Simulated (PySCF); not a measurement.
Excitations are Tamm–Dancoff values on a coarser integration grid.

# CH₆Ge, SMILES `[CH3][GeH3]` (charge 0, multiplicity 1)

Calculation: PySCF with PBE0-D3(BJ)/def2-TZVPD.

HOMO: -8.93 eV
dipole moment: 0.72 D
HOMO–LUMO gap: 9.14 eV
LUMO: 0.21 eV
S1 excitation (TDA): 7.98 eV
S1 oscillator strength: 0.065
brightest of the four lowest singlets (TDA): 8.64 eV
T1 excitation (TDA): 7.50 eV
S1–T1 gap (TDA): 0.47 eV
total energy: -2118.4115 Ha
cost: about 90 core-seconds (a rough figure)

```xyz
8

C      1.0352    -0.0107    -0.0443
Ge    -0.9157     0.0094     0.0389
H      1.4462     0.8263     0.5213
H      1.3700     0.0695    -1.0791
H      1.4218    -0.9395     0.3765
H     -1.3924    -0.1059     1.4982
H     -1.4996    -1.1697    -0.7604
H     -1.4653     1.3202    -0.5524
```
Charge 0, spin multiplicity 1.
